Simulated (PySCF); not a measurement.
CH3Cl2NSi2, SMILES Cl[Si]1([SiH2]C=N1)Cl.

The structure is a stationary point at PBE0-D3(BJ)/def2-SVP. This is a generated structure with no PubChem entry under its InChIKey; it may be hypothetical.

Method: HF/def2-TZVP (PySCF).

```
Item                                                                                                            Result
---------------------------------------------------------------------------------------------  -----------------------
total energy                                                                                       -1591.09110 hartree
point group                                                                                                         Cs
highest occupied level                                                                                       -10.63 eV
lowest empty level                                                                                             2.31 eV
orbital gap                                                                                                   12.93 eV
dipole moment                                                                                                   3.43 D
quadrupole, principal values (traceless, Buckingham form, about the centre of nuclear charge)   -4.16, -3.32, 7.48 D·Å
mean static polarisability                                                                       84.6 bohr³ (12.54 Å³)
polarisability, principal values                                                               73.1, 78.9, 101.9 bohr³
```
